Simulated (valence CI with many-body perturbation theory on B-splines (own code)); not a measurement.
## Missing levels of Er⁵⁴⁺

Level of theory: relativistic CI+MBPT: four valence electrons over a frozen Dirac-Fock core [Ne], a basis of 11 s, 11 p, 9 d, 7 f, 5 g, 2 h, 1 i functions for each j, with the one-electron correlation potential Σ1 (screened to all orders), the two-electron term Σ2, the three-electron term Σ3, Breit, model QED; selected single and double excitations, second order for the rest (own B-spline code, finite nucleus).

The last digits are not significant, and no measured levels were compared; by estimate large intervals hold to a few tenths of a per cent, small ones and those within an open d or f shell to about a per cent.

```
                     Level  E (Ry)
        (3s^2 3p1/2^2) J=0   0.000
    (3s^2 3p1/2 3p3/2) J=1  16.906
    (3s^2 3p1/2 3p3/2) J=2  17.530
    (3s 3p1/2^2 3p3/2) J=2       ?
    (3s 3p1/2^2 3p3/2) J=1  29.594
    (3s^2 3p1/2 3d3/2) J=2  31.449
    (3s^2 3p1/2 3d3/2) J=1       ?
        (3s^2 3p3/2^2) J=2       ?
        (3s^2 3p3/2^2) J=0  36.251
    (3s^2 3p1/2 3d5/2) J=2  36.690
    (3s^2 3p1/2 3d5/2) J=3  36.752
    (3s 3p1/2^2 3d3/2) J=1  42.517
    (3s 3p1/2^2 3d3/2) J=2  42.985
(3s 3p1/2 3p3/2^2) J=2 [a]  44.195
    (3s 3p1/2 3p3/2^2) J=3       ?
    (3s 3p1/2 3p3/2^2) J=0       ?
(3s 3p1/2 3p3/2^2) J=1 [a]  47.074
(3s 3p1/2 3p3/2^2) J=2 [b]       ?
    (3s 3p1/2^2 3d5/2) J=3  47.447
(3s 3p1/2 3p3/2^2) J=1 [b]  47.850
```

Levels are named by their leading jj configuration (3d3/2^4 stands for four electrons in 3d with j = 3/2), which in mixed levels can hold well under half, so a name can repeat and another be missing. Letters in brackets count levels of one name in rising energy.

Question: The levels stand in rising order. What does the calculation give for the missing energies?

Answer: (3s 3p1/2^2 3p3/2) J=2 27.713; (3s^2 3p1/2 3d3/2) J=1 34.250; (3s^2 3p3/2^2) J=2 34.899; (3s 3p1/2 3p3/2^2) J=3 45.347; (3s 3p1/2 3p3/2^2) J=0 46.142; (3s 3p1/2 3p3/2^2) J=2 [b] 47.137.
